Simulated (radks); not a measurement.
Results of a calculation; reference values are marked as such.
All-electron atom: Sn+ in [Kr] 4d10 5s2 5p1. Code: a radial shooting solver on a logarithmic mesh with Libxc functionals. Model: scalar-relativistic Kohn-Sham, r2SCAN, spin-polarised, spherical densities, finite nucleus; open shells are filled with parallel spins first (spin-orbit coupling, left out, can overturn this in heavy ions); meta-GGA in the generalised Kohn-Sham scheme; Fermi nuclear charge, rms radius 4.6519 fm.

X-ray form factor f0, the Fourier transform of the density (f0(0) = 49):

sin(theta)/lambda (1/angstrom)  f0 (electrons)
0.05                                    48.200
0.1                                     46.099
0.15                                    43.322
0.2                                     40.373
0.25                                    37.503
0.3                                     34.800
0.4                                     29.999
0.5                                     26.096
0.6                                     23.085
0.8                                     19.064
1                                       16.362
1.25                                    13.485
1.5                                     10.914
2                                        7.349
